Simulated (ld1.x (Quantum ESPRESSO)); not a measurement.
Transferability test, TM semilocal potential for rhodium

```json
{
 "Element": "Rh (Z = 45)",
 "Generator": "ld1.x (Quantum ESPRESSO) 7.5",
 "Type": "norm-conserving Troullier–Martins (semilocal form)",
 "Functional": "PW91",
 "Relativity": "scalar-relativistic",
 "Frozen core": "[Kr]",
 "Valence charge": "9",
 "Reference configuration": "4d8 5s0 5p0 (charge +1)",
 "Partial waves": "5s (bound, empty): rc 2.60 bohr; 5p (bound, empty): rc 2.50 bohr; 4d (bound): rc 1.35 bohr",
 "Local potential": "the d channel",
 "Core correction": "none"
}
```

Energies are relative to the spin-unpolarised reference configuration 4d8 5s0 5p0; without spin polarisation the order of configurations can differ from experiment.

| valence configuration | charge | ΔE all-electron (eV) | error AE − PS (meV) |
| --- | --- | --- | --- |
| 4d8 5s1 5p0 | 0 | -7.524 | +14 |
| 4d5 5s0 5p0 | +4 | 99.190 | -499 |
| 4d7 5s2 5p0 | 0 | -5.052 | -77 |
| 4d8 5s0.5 5p0 | +0.5 | -4.576 | +5.3 |
| 4d8.5 5s0.5 5p0 | 0 | -8.156 | +17 |

(1) What are ΔE and the potential's error for 4d7 5s0 5p0?

(2) What are ΔE and the potential's error for 4d6 5s0 5p0?

Results:

(1) ΔE = 19.584 eV all-electron; the error (AE − PS) is -21 meV.

(2) ΔE = 52.165 eV all-electron; the error (AE − PS) is -152 meV.

ld1.x printed “convergence not achieved” for 4 of the counted tests; their residual had stalled under 1e-8, short of the target of 1e-14.
